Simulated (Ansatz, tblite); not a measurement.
Forces on In₁₀N₁₁H₂₈⁺, a nanocrystal cut from wurtzite InN (hydrogen-capped) at its r2SCAN-D4/def2-SVP geometry. Total charge 1; singlet.

In the def2 sets In takes a core potential; there is no spin–orbit coupling. The xTB rows come from tblite. Single mean-field runs in def2-SVP are fitted with def2-universal-jkfit.

GFN2-xTB (tblite), largest force 0.45 eV/Å:

```xyz
49
positions Å, forces eV/Å
In   -2.365   -2.170   -2.365    0.036    0.166    0.157
N    -3.235   -2.935   -0.469   -0.196   -0.331   -0.011
N    -0.507   -1.313   -1.727    0.100   -0.271   -0.331
In    0.095   -2.025    0.257    0.009    0.439   -0.049
In    2.853   -0.268   -1.198   -0.068    0.101    0.227
N     2.011   -1.100    0.629    0.080   -0.420    0.069
N     4.748    0.625   -0.556    0.183    0.009   -0.156
In    5.554   -0.128    1.402   -0.208    0.021   -0.055
In   -3.305   -1.736    1.401    0.114    0.130   -0.154
N    -1.320   -0.937    1.530   -0.080   -0.188    0.389
In    1.951    0.149    2.412    0.051    0.046   -0.248
N     3.972    0.985    2.547    0.090    0.053    0.218
N    -3.682   -0.399   -2.609   -0.254   -0.015   -0.293
In   -0.416    0.843   -2.152    0.079   -0.092    0.432
N     1.556    1.431   -1.536    0.033    0.089   -0.420
In   -3.834    1.227   -1.099    0.202   -0.133    0.066
N    -4.488   -0.027    0.618   -0.362    0.035    0.137
N    -1.786    1.625   -0.634   -0.170    0.360   -0.084
In   -1.322    1.262    1.474    0.265   -0.178   -0.314
In    1.559    2.990    0.044    0.039   -0.190    0.031
N     0.739    1.809    1.735   -0.161    0.179    0.357
H    -2.492   -3.285   -3.660    0.061    0.194    0.222
H    -2.715   -3.792   -0.240    0.049    0.155   -0.006
H    -4.181   -3.280   -0.665    0.049    0.116   -0.001
H     0.187   -1.725   -2.367   -0.074    0.109    0.154
H    -0.060   -3.742    0.417   -0.028    0.155   -0.025
H     3.031   -1.412   -2.482   -0.129    0.137    0.174
H     2.640   -1.877    0.876   -0.126    0.226   -0.058
H     5.455    0.484   -1.283   -0.125   -0.016    0.098
H     4.643    1.644   -0.484   -0.053   -0.106    0.053
H     5.060   -1.783    1.471    0.183    0.169    0.026
H     7.055    0.655    1.687   -0.237   -0.153   -0.041
H    -4.078   -2.552    2.693    0.168    0.145   -0.204
H    -1.026   -1.164    2.491    0.012    0.069   -0.190
H     1.451   -0.681    3.843   -0.026    0.089   -0.239
H     4.252    1.043    3.531   -0.066   -0.044   -0.139
H     3.967    1.957    2.217   -0.028   -0.117   -0.047
H    -4.630   -0.731   -2.821    0.071   -0.007    0.103
H    -3.390    0.053   -3.484    0.077   -0.019    0.148
H    -0.966    1.192   -3.759    0.025   -0.059    0.156
H     1.948    1.915   -2.356   -0.071   -0.094    0.169
H    -4.980    2.426   -1.523    0.219   -0.181    0.075
H    -5.442   -0.355    0.432    0.110   -0.025   -0.054
H    -4.610    0.618    1.409    0.135   -0.046   -0.088
H    -1.681    2.646   -0.726    0.043   -0.214    0.035
H    -2.535    1.918    2.524    0.091   -0.089   -0.110
H     3.235    3.282    0.428   -0.195    0.056   -0.055
H     0.354    4.161   -0.392    0.072   -0.126    0.032
H     0.730    2.478    2.517    0.011   -0.132   -0.158
```

PBE-D4/def2-SVP (Ansatz), largest force 0.29 eV/Å:

```
In 0.007 -0.043 -0.046
N 0.029 0.121 -0.007
N -0.040 0.051 0.059
In 0.009 -0.082 0.012
In 0.031 -0.065 -0.073
N -0.041 0.075 -0.019
N -0.036 -0.094 0.059
In 0.083 -0.075 0.029
In -0.018 -0.032 0.052
N -0.005 0.035 -0.079
In -0.010 -0.047 0.091
N -0.009 -0.106 -0.047
N 0.049 -0.016 0.110
In -0.017 0.011 -0.079
N -0.024 -0.003 0.081
In -0.039 0.047 -0.015
N 0.094 -0.036 -0.069
N 0.016 -0.077 0.013
In -0.052 0.028 0.057
In 0.030 0.105 -0.005
N 0.016 -0.022 -0.080
H -0.018 -0.110 -0.127
H 0.154 -0.214 0.063
H -0.250 -0.080 -0.053
H 0.165 -0.093 -0.143
H -0.019 -0.150 0.013
H 0.011 -0.098 -0.108
H 0.161 -0.170 0.060
H 0.187 -0.049 -0.193
H -0.058 0.282 0.036
H -0.050 -0.146 0.004
H 0.140 0.075 0.026
H -0.081 -0.081 0.124
H 0.075 -0.051 0.220
H -0.045 -0.071 0.119
H 0.073 0.003 0.263
H -0.019 0.264 -0.119
H -0.247 -0.090 -0.044
H 0.098 0.125 -0.221
H -0.052 0.030 -0.140
H 0.093 0.103 -0.194
H -0.116 0.114 -0.042
H -0.244 -0.092 -0.058
H -0.009 0.174 0.208
H 0.030 0.241 -0.020
H -0.110 0.057 0.089
H 0.162 0.009 0.040
H -0.103 0.091 -0.036
H -0.003 0.148 0.188
```

r2SCAN-D4/def2-SVP (Ansatz), largest force 0.01 eV/Å:

```
In 0.013 0.000 0.003
N -0.001 0.004 -0.001
N -0.006 0.001 -0.003
In -0.001 -0.001 0.000
In 0.003 -0.010 0.002
N -0.004 0.006 -0.002
N 0.001 -0.006 -0.001
In 0.000 0.002 -0.001
In 0.012 0.001 0.003
N -0.006 0.001 0.000
In 0.003 -0.010 0.002
N 0.000 -0.006 0.003
N -0.004 0.000 0.001
In 0.002 -0.004 0.002
N -0.009 0.005 -0.002
In 0.008 0.001 0.002
N -0.003 0.000 -0.003
N -0.006 0.000 -0.002
In 0.002 -0.004 0.000
In -0.004 0.002 -0.002
N -0.008 0.005 -0.003
H -0.002 0.000 -0.001
H -0.002 0.000 0.000
H 0.003 -0.003 0.001
H -0.001 -0.001 0.001
H -0.001 -0.002 0.000
H 0.000 0.003 0.002
H 0.002 0.008 0.000
H 0.002 0.003 0.000
H -0.006 0.006 0.005
H 0.001 0.001 0.000
H 0.000 -0.004 0.000
H -0.002 0.000 0.000
H -0.001 -0.001 -0.001
H 0.001 0.002 -0.002
H 0.001 0.003 -0.001
H -0.003 0.005 -0.009
H 0.003 0.002 -0.001
H 0.001 0.000 0.002
H -0.001 0.002 -0.003
H 0.003 -0.003 -0.001
H -0.002 0.000 0.000
H 0.003 0.003 0.002
H 0.001 0.000 -0.002
H -0.003 0.000 -0.001
H -0.002 0.003 0.002
H 0.009 -0.004 0.003
H 0.004 -0.004 0.001
H 0.002 -0.003 0.003
```
